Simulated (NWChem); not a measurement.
System: AlH2O2, doublet; SMILES [OH][Al][OH]

Input file for NWChem:

```
start job
memory heap 200 mb stack 900 mb global 1100 mb
geometry units angstroms noautoz
  Al     0.000000     0.000000    -0.824552
  O     -1.539042     0.000000    -0.041290
  H     -1.654476     0.000000     0.924491
  O      1.539042     0.000000    -0.041290
  H      1.654476     0.000000     0.924491
end
basis spherical
  * library def2-svp
end
dft
  odft
  mult 2
  xc mn15
  iterations 150
  mulliken
end
task dft gradient
```

Excerpt of the output:

```
             Northwest Computational Chemistry Package (NWChem) 7.3.0
             --------------------------------------------------------

 C2V symmetry detected

                             Geometry "geometry" -> ""
                             -------------------------

 Output coordinates in angstroms (scale by  1.889725989 to convert to a.u.)

  No.       Tag          Charge          X              Y              Z
 ---- ---------------- ---------- -------------- -------------- --------------
    1 Al                  13.0000     0.00000000     0.00000000    -0.51710574
    2 O                    8.0000    -1.53904200     0.00000000     0.26615626
    3 H                    1.0000    -1.65447600     0.00000000     1.23193726
    4 O                    8.0000     1.53904200     0.00000000     0.26615626
    5 H                    1.0000     1.65447600     0.00000000     1.23193726

 Effective nuclear repulsion energy (a.u.)      91.8581780817

      Symmetry information
      --------------------

 Group name             C2v
 Group number             16
 Group order               4
 No. of unique centers     3

                                 NWChem DFT Module
                                 -----------------

 Summary of "ao basis" -> "ao basis" (spherical)
 ------------------------------------------------------------------------------
       Tag                 Description            Shells   Functions and Types
 ---------------- ------------------------------  ------  ---------------------
 Al                         def2-svp                 8       18   4s3p1d
 O                          def2-svp                 6       14   3s2p1d
 H                          def2-svp                 3        5   2s1p

      Symmetry analysis of basis
      --------------------------

        a1         23
        a2          6
        b1         18
        b2          9

            General Information
            -------------------
          SCF calculation type: DFT
          Wavefunction type:  spin polarized.
          No. of atoms     :     5
          No. of electrons :    31
           Alpha electrons :    16
            Beta electrons :    15
          Charge           :     0
          Spin multiplicity:     2
          Use of symmetry is: on ; symmetry adaption is: on
          Maximum number of iterations: 150
          AO basis - number of functions:    56
                     number of shells:    26
          Convergence on energy requested:  1.00D-06
          Convergence on density requested:  1.00D-05
          Convergence on gradient requested:  5.00D-04

              XC Information
              --------------
                         MN15 Method XC Functional
                     Hartree-Fock (Exact) Exchange  0.440
                          MN15 Exchange Functional  1.000
                        MN15 Correlation Potential  1.000

             Grid Information
             ----------------
          Grid used for XC integration:  medium
          Radial quadrature: Mura-Knowles
          Angular quadrature: Lebedev.
          Tag              B.-S. Rad. Rad. Pts. Rad. Cut. Ang. Pts.
          ---              ---------- --------- --------- ---------
          Al                  1.25       88           8.0       590
          O                   0.60       49          10.0       434
          H                   0.35       45          10.0       434
          Grid pruning is: on
          Number of quadrature shells:   182
          Spatial weights used:  Erf1

      Superposition of Atomic Density Guess
      -------------------------------------

 Sum of atomic energies:        -392.17228297

      Non-variational initial energy
      ------------------------------

 Total energy =    -392.577838
 1-e energy   =    -725.745475
 2-e energy   =     241.309458
 HOMO         =      -0.181887
 LUMO         =       0.044591

   Symmetry analysis of molecular orbitals - initial alpha
   -------------------------------------------------------

  Numbering of irreducible representations:

     1 a1          2 a2          3 b1          4 b2

  Orbital symmetries:

     1 a1          2 a1          3 b1          4 a1          5 b1
     6 a1          7 b2          8 a1          9 b1         10 a1
    11 b1         12 a1         13 b2         14 b1         15 a2
    16 a1         17 b2         18 a1         19 b1         20 a1
    21 b1         22 a1         23 b2         24 a1         25 b1
    26 a1

   Symmetry analysis of molecular orbitals - initial beta
   ------------------------------------------------------

  Numbering of irreducible representations:

     1 a1          2 a2          3 b1          4 b2

  Orbital symmetries:

     1 a1          2 a1          3 b1          4 a1          5 b1
     6 a1          7 b2          8 a1          9 b1         10 a1
    11 b1         12 a1         13 b2         14 b1         15 a2
    16 a1         17 b2         18 a1         19 b1         20 a1
    21 b1         22 a1         23 b2         24 a1         25 b1
    26 a1

     ---------------------------------------------
      Total Density - Mulliken Population Analysis
     ---------------------------------------------

    Atom       Charge   Shell Charges
 -----------   ------   -------------------------------------------------------
    1 Al  13    11.88   2.00  1.99  0.77  0.43  5.93  0.39  0.20  0.17
    2 O    8     8.90   1.99  1.12  0.64  3.13  2.02  0.00
    3 H    1     0.66   0.51  0.09  0.06
    4 O    8     8.90   1.99  1.12  0.64  3.13  2.02  0.00
    5 H    1     0.66   0.51  0.09  0.06

     --------------------------------------------
      Spin Density - Mulliken Population Analysis
     --------------------------------------------

    Atom       Charge   Shell Charges
 -----------   ------   -------------------------------------------------------
    1 Al  13     0.85   0.00  0.00  0.31  0.40  0.00  0.06  0.07  0.02
    2 O    8     0.05   0.00  0.02 -0.01  0.04  0.00  0.00
    3 H    1     0.03   0.01  0.02  0.00
    4 O    8     0.05   0.00  0.02 -0.01  0.04  0.00  0.00
    5 H    1     0.03   0.01  0.02  0.00

   convergence    iter        energy       DeltaE   RMS-Dens  Diis-err
 ---------------- ----- ----------------- --------- --------- ---------
 d= 0,ls=0.0,diis     1   -393.5341567690 -4.85D+02  1.28D-02  3.04D-01
                                                     9.50D-03  2.92D-01
 d= 0,ls=0.0,diis     2   -393.4743442896  5.98D-02  5.99D-03  4.74D-01
                                                     5.88D-03  4.79D-01
 d= 0,ls=0.0,diis     3   -393.6534616906 -1.79D-01  1.03D-03  6.76D-03
                                                     6.03D-04  6.15D-03
 d= 0,ls=0.0,diis     4   -393.6562691967 -2.81D-03  2.23D-04  6.43D-05
                                                     1.64D-04  7.56D-05
 d= 0,ls=0.0,diis     5   -393.6563386251 -6.94D-05  1.41D-04  3.83D-06
                                                     7.33D-05  3.55D-06
  Resetting Diis
 d= 0,ls=0.0,diis     6   -393.6563483186 -9.69D-06  1.66D-05  1.08D-07
                                                     1.69D-05  1.78D-07
 d= 0,ls=0.0,diis     7   -393.6563485500 -2.31D-07  6.25D-06  2.04D-08
                                                     1.88D-06  1.05D-08

         Total DFT energy =     -393.656348550049
      One electron energy =     -728.976860235807
           Coulomb energy =      279.825479005172
    Exchange-Corr. energy =      -36.363145401161
 Nuclear repulsion energy =       91.858178081747

 Numeric. integr. density =       30.999995559771

                  Occupations of the irreducible representations
                  ----------------------------------------------

                     irrep           alpha         beta
                     --------     --------     --------
                     a1                8.0          7.0
                     a2                1.0          1.0
                     b1                5.0          5.0
                     b2                2.0          2.0

                    DFT Final Alpha Molecular Orbital Analysis
                    ------------------------------------------

 Vector   14  Occ=1.000000D+00  E=-3.557647D-01  Symmetry=b1
              MO Center=  3.1D-15, -3.6D-15,  2.4D-01, r^2= 3.2D+00
   Bfn.  Coefficient  Atom+Function         Bfn.  Coefficient  Atom+Function
  ----- ------------  ---------------      ----- ------------  ---------------
    22      0.420444  2 O  px                41      0.420444  4 O  px
    25      0.293138  2 O  px                44      0.293138  4 O  px
    24      0.142335  2 O  pz                43     -0.142335  4 O  pz
    27      0.103852  2 O  pz                46     -0.103852  4 O  pz
     8     -0.095914  1 Al px                21     -0.077751  2 O  s

 Vector   15  Occ=1.000000D+00  E=-3.457592D-01  Symmetry=a2
              MO Center=  3.1D-14,  3.7D-15,  2.6D-01, r^2= 2.9D+00
   Bfn.  Coefficient  Atom+Function         Bfn.  Coefficient  Atom+Function
  ----- ------------  ---------------      ----- ------------  ---------------
    23      0.442440  2 O  py                42     -0.442440  4 O  py
    26      0.337980  2 O  py                45     -0.337980  4 O  py
    14     -0.089258  1 Al d -2

 Vector   16  Occ=1.000000D+00  E=-2.176860D-01  Symmetry=a1
              MO Center=  2.7D-15, -3.9D-16, -1.2D+00, r^2= 2.4D+00
   Bfn.  Coefficient  Atom+Function         Bfn.  Coefficient  Atom+Function
  ----- ------------  ---------------      ----- ------------  ---------------
     3      0.506955  1 Al s                  4      0.416697  1 Al s
    10     -0.313750  1 Al pz                13     -0.291994  1 Al pz
     2      0.288509  1 Al s                 21     -0.185445  2 O  s
    40     -0.185445  4 O  s                  7      0.152272  1 Al pz
    22     -0.103373  2 O  px                41      0.103373  4 O  px

 Vector   17  Occ=0.000000D+00  E= 5.090998D-03  Symmetry=b2
              MO Center= -5.2D-15, -1.5D-14, -5.8D-01, r^2= 3.7D+00
   Bfn.  Coefficient  Atom+Function         Bfn.  Coefficient  Atom+Function
  ----- ------------  ---------------      ----- ------------  ---------------
    12      0.768392  1 Al py                 9      0.367911  1 Al py
    26     -0.222215  2 O  py                45     -0.222215  4 O  py
    23     -0.210416  2 O  py                42     -0.210416  4 O  py
     6     -0.184691  1 Al py                15     -0.094561  1 Al d -1

 Vector   18  Occ=0.000000D+00  E= 6.357114D-02  Symmetry=a1
              MO Center=  7.0D-14,  1.4D-14,  5.9D-01, r^2= 4.2D+00
   Bfn.  Coefficient  Atom+Function         Bfn.  Coefficient  Atom+Function
  ----- ------------  ---------------      ----- ------------  ---------------
     4      0.806425  1 Al s                 13      0.804145  1 Al pz
    21     -0.385375  2 O  s                 40     -0.385375  4 O  s
     3     -0.230084  1 Al s                 10      0.156466  1 Al pz
    34      0.148739  3 H  s                 53      0.148739  5 H  s
    22     -0.137509  2 O  px                41      0.137509  4 O  px

 Vector   19  Occ=0.000000D+00  E= 8.483170D-02  Symmetry=b1
              MO Center= -9.2D-14, -2.0D-16, -3.9D-01, r^2= 5.5D+00
   Bfn.  Coefficient  Atom+Function         Bfn.  Coefficient  Atom+Function
  ----- ------------  ---------------      ----- ------------  ---------------
    11      0.963128  1 Al px                21      0.585011  2 O  s
    40     -0.585011  4 O  s                 34     -0.272985  3 H  s
    53      0.272985  5 H  s                  8      0.209548  1 Al px
    17      0.194212  1 Al d  1              33     -0.141260  3 H  s
    52      0.141260  5 H  s                 20      0.132295  2 O  s

                     DFT Final Beta Molecular Orbital Analysis
                     -----------------------------------------

 Vector   13  Occ=1.000000D+00  E=-3.675692D-01  Symmetry=b2
              MO Center=  6.0D-17,  1.0D-16,  2.2D-01, r^2= 2.9D+00
   Bfn.  Coefficient  Atom+Function         Bfn.  Coefficient  Atom+Function
  ----- ------------  ---------------      ----- ------------  ---------------
    23      0.415508  2 O  py                42      0.415508  4 O  py
    26      0.303671  2 O  py                45      0.303671  4 O  py
    12      0.149547  1 Al py                 9      0.132245  1 Al py
     6     -0.082447  1 Al py                15      0.047425  1 Al d -1

 Vector   14  Occ=1.000000D+00  E=-3.540669D-01  Symmetry=b1
              MO Center= -1.0D-16, -6.0D-17,  2.4D-01, r^2= 3.2D+00
   Bfn.  Coefficient  Atom+Function         Bfn.  Coefficient  Atom+Function
  ----- ------------  ---------------      ----- ------------  ---------------
    22      0.420882  2 O  px                41      0.420882  4 O  px
    25      0.294948  2 O  px                44      0.294948  4 O  px
    24      0.139126  2 O  pz                43     -0.139126  4 O  pz
    27      0.105334  2 O  pz                46     -0.105334  4 O  pz
     8     -0.103556  1 Al px                21     -0.078290  2 O  s

 Vector   15  Occ=1.000000D+00  E=-3.465986D-01  Symmetry=a2
              MO Center= -1.5D-15, -4.0D-16,  2.6D-01, r^2= 2.9D+00
   Bfn.  Coefficient  Atom+Function         Bfn.  Coefficient  Atom+Function
  ----- ------------  ---------------      ----- ------------  ---------------
    23      0.442777  2 O  py                42     -0.442777  4 O  py
    26      0.340741  2 O  py                45     -0.340741  4 O  py
    14     -0.080471  1 Al d -2

 Vector   16  Occ=0.000000D+00  E=-5.250619D-02  Symmetry=a1
              MO Center=  3.3D-15, -1.8D-15, -9.6D-01, r^2= 3.0D+00
   Bfn.  Coefficient  Atom+Function         Bfn.  Coefficient  Atom+Function
  ----- ------------  ---------------      ----- ------------  ---------------
     4      0.611366  1 Al s                  3      0.451557  1 Al s
     2      0.293334  1 Al s                 21     -0.271975  2 O  s
    40     -0.271975  4 O  s                 10     -0.232913  1 Al pz
    13     -0.165869  1 Al pz                 7      0.120560  1 Al pz
    20     -0.116248  2 O  s                 39     -0.116248  4 O  s

 Vector   17  Occ=0.000000D+00  E= 4.528438D-02  Symmetry=b2
              MO Center=  1.1D-15,  1.8D-15, -5.1D-01, r^2= 3.8D+00
   Bfn.  Coefficient  Atom+Function         Bfn.  Coefficient  Atom+Function
  ----- ------------  ---------------      ----- ------------  ---------------
    12      0.798427  1 Al py                 9      0.350379  1 Al py
    26     -0.215879  2 O  py                45     -0.215879  4 O  py
    23     -0.209215  2 O  py                42     -0.209215  4 O  py
     6     -0.181062  1 Al py

 Vector   18  Occ=0.000000D+00  E= 8.330740D-02  Symmetry=a1
              MO Center=  6.2D-16, -1.7D-16,  5.2D-01, r^2= 4.5D+00
   Bfn.  Coefficient  Atom+Function         Bfn.  Coefficient  Atom+Function
  ----- ------------  ---------------      ----- ------------  ---------------
    13      0.777705  1 Al pz                 4      0.713481  1 Al s
     3     -0.402799  1 Al s                 21     -0.358193  2 O  s
    40     -0.358193  4 O  s                 34      0.217028  3 H  s
    53      0.217028  5 H  s                 10      0.201875  1 Al pz
    24     -0.155174  2 O  pz                43     -0.155174  4 O  pz

[...]

                         DFT ENERGY GRADIENTS

    atom               coordinates                        gradient
                 x          y          z           x          y          z
   1 Al      0.000000   0.000000  -0.977188    0.000000   0.000000  -0.004829
   2 O      -2.908368   0.000000   0.502962   -0.011357   0.000000  -0.005427
   3 H      -3.126506   0.000000   2.328024    0.001246   0.000000   0.007841
   4 O       2.908368   0.000000   0.502962    0.011357   0.000000  -0.005427
   5 H       3.126506   0.000000   2.328024   -0.001246   0.000000   0.007841
```

Level: MN15/def2-SVP, spin-unrestricted. In the optimisation the excess spin sits in a1 (C2v, its own frame). All runs use the structure optimised with PBE-D3(BJ)/def2-SVP, spin-unrestricted. This spin state was assumed; another may lie lower. No stability test was run on the SCF state.
